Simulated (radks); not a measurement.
The numbers below are computed, except where a source is named.
Ionisation of Be+, [He] 2s1, to Be2+, [He], under several functionals. Scalar-relativistic Kohn-Sham, spin-polarised, spherical densities, point nucleus; open shells are filled with parallel spins first; a radial shooting solver on a logarithmic mesh with Libxc functionals. The NIST Atomic Spectra Database gives 18.211 eV (measured). Rank these functionals by the error of their Delta-SCF ionisation energy: B86b exchange with PBE correlation; LDA (Slater exchange, VWN5 correlation); AM05; exchange-only B88; exchange-only PBE; HCTH/407; PBE; RPBE; SOGGA.

Answer. From best to worst: exchange-only B88 18.212 eV (+0.001); AM05 18.227 eV (+0.016); SOGGA 18.241 eV (+0.030); LDA (Slater exchange, VWN5 correlation) 18.257 eV (+0.046); exchange-only PBE 18.276 eV (+0.065); HCTH/407 18.405 eV (+0.194); PBE 18.500 eV (+0.289); B86b exchange with PBE correlation 18.527 eV (+0.315); RPBE 18.575 eV (+0.364).
